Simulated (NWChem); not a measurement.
System: C₂H₆N anion

```xyz
9

C      1.1523     0.0000     0.1597
N      0.0000     0.0000    -0.6445
C     -1.1523     0.0000     0.1597
H      1.2465    -0.8922     0.8716
H      1.2465     0.8922     0.8716
H      2.0817     0.0000    -0.4458
H     -1.2465    -0.8922     0.8716
H     -2.0817     0.0000    -0.4458
H     -1.2465     0.8922     0.8716
```
Atoms are numbered in this order, from 1.

Program: NWChem. Pople sets run with spherical d functions. Medium grid unless said otherwise, to which SCAN and Minnesota functionals are sensitive. Geometry: optimised at B3LYP/def2-SVPD. The highest occupied level is positive in some or all of these runs, so the extra electron may be held by the finite basis. Total energies of different functionals are on different scales.

```json
[
 {"level": "B3LYP/6-31+G*", "energy (Ha)": "-134.5274", "highest occupied level (eV)": "1.52", "orbital gap (eV)": "2.85", "relative time": "1"},
 {"level": "PBE/6-31+G*", "energy (Ha)": "-134.3425", "highest occupied level (eV)": "2.39", "orbital gap (eV)": "1.64", "relative time": "1"},
 {"level": "SCAN/6-31+G*", "energy (Ha)": "-134.4532", "highest occupied level (eV)": "2.31", "orbital gap (eV)": "2.34", "relative time": "1"},
 {"level": "M05-2X/6-31+G*", "energy (Ha)": "-134.4849", "highest occupied level (eV)": "0.20", "orbital gap (eV)": "5.19", "relative time": "1"},
 {"level": "B97-D/6-31+G*", "energy (Ha)": "-134.4337", "highest occupied level (eV)": "2.40", "orbital gap (eV)": "1.75", "relative time": "1"},
 {"level": "r2SCAN/6-31+G*", "energy (Ha)": "-134.4302", "highest occupied level (eV)": "2.32", "orbital gap (eV)": "2.35", "relative time": "1"},
 {"level": "BLYP/6-31+G*", "energy (Ha)": "-134.4539", "highest occupied level (eV)": "2.44", "orbital gap (eV)": "1.59", "relative time": "1"},
 {"level": "Hartree-Fock/6-31+G*", "energy (Ha)": "-133.5793", "highest occupied level (eV)": "-1.30", "orbital gap (eV)": "7.62", "relative time": "1"},
 {"level": "B97-2/6-31+G*", "energy (Ha)": "-134.4688", "highest occupied level (eV)": "1.63", "orbital gap (eV)": "3.04", "relative time": "1"},
 {"level": "CAM-B3LYP/6-31+G*", "energy (Ha)": "-134.4431", "highest occupied level (eV)": "0.13", "orbital gap (eV)": "5.08", "relative time": "4"},
 {"level": "PBE0/6-31+G*", "energy (Ha)": "-134.3531", "highest occupied level (eV)": "1.41", "orbital gap (eV)": "3.22", "relative time": "1"}
]
```

The last column is a rough cost ratio, cheapest run = 1.
